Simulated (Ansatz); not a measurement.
Consider the ligand exchange at the Si–Br bond: `N[SiH](F)Br` + HCl → `N[SiH](F)Cl` + HBr.

Gas-phase electronic energies from Ansatz, PBE0-D4/def2-TZVP geometries. CCSD(T)/CBS is the MP2 limit (def2-TZVPP, def2-QZVPP) plus CCSD(T) − MP2 in def2-TZVPP, frozen cores. This one scheme is used for every species. DFT in def2-TZVPP. B3LYP here is the variant with VWN-RPA as its local correlation; programs differ in this. For Br outer-core shells are correlated without core-valence functions, which leaves a few kJ/mol of doubt a bond. Scalar relativity is left out up to krypton. One conformer a species, not always the lowest.

| level | ΔE (kJ/mol) |
| --- | --- |
| LDA (SPW92) | -7.2 |
| B3LYP | -9.2 |

(1) What does CCSD(T)/CBS give? (Best estimate.)

Largest T1 diagnostic among the species: 0.010.

## Answers

(1) Ansatz gave: -5.1 kJ/mol. The listed levels differ from it by -2.1, -4.1 kJ/mol.

At CCSD(T), def2-SVP lies −5.4 kJ/mol from the extrapolated value and def2-TZVPP −2.1 kJ/mol. Leaving LDA and LC-ωPBE aside and taking each functional with its dispersion term where it has one, the values, not all of them listed here, spread over 5.4 kJ/mol, from B97M-V to HSE06-D4.
